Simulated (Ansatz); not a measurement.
`CN(C)[Si]F` and `C[N](C)[Sn][OH]` differ in one atom or group.

Ansatz, PBE0-D4/def2-TZVP geometries, multiplicity 1. Each molecule was computed in one conformer, which needn't be the lowest.

Elements past krypton have def2 core potentials.

```json
{"property": "HOMO energy (PBE0/def2-TZVPP) / eV", "`CN(C)[Si]F`": "-7.02"}
{"property": "LUMO energy (B3LYP/def2-TZVPP) / eV", "`CN(C)[Si]F`": "-1.26"}
{"property": "size of the dipole moment (B3LYP/def2-TZVPP) / D", "`CN(C)[Si]F`": "2.51"}
{"property": "LUMO energy (PBE/def2-TZVPP) / eV", "`CN(C)[Si]F`": "-1.85"}
{"property": "HOMO–LUMO gap (PBE0/def2-TZVPP) / eV", "`CN(C)[Si]F`": "5.95"}
{"property": "LUMO energy (PBE0/def2-TZVPP) / eV", "`CN(C)[Si]F`": "-1.07"}
```

Question: Give the same properties after the change, and the shifts. (An estimate is asked.)

Answer: Ansatz gave: 
```
                                        property  `C[N](C)[Sn][OH]`  shift
              HOMO energy (PBE0/def2-TZVPP) / eV              -6.34   0.68
             LUMO energy (B3LYP/def2-TZVPP) / eV              -1.78  -0.52
size of the dipole moment (B3LYP/def2-TZVPP) / D               2.22  -0.29
               LUMO energy (PBE/def2-TZVPP) / eV              -2.19  -0.34
            HOMO–LUMO gap (PBE0/def2-TZVPP) / eV               4.77  -1.18
              LUMO energy (PBE0/def2-TZVPP) / eV              -1.56  -0.49
```

With PBE0 the HOMO rises by 0.68 eV and the LUMO falls by 0.49 eV, so the gap narrows by about 1.17 eV. PBE moves the HOMO by 0.71 eV and ωB97M-V by 0.63 eV. The zero-point energy changes by 22.0 kJ/mol with +3 modes. Dipoles are sizes alone; their direction can turn.

B3LYP here is the variant with VWN-RPA as its local correlation; programs differ in this.
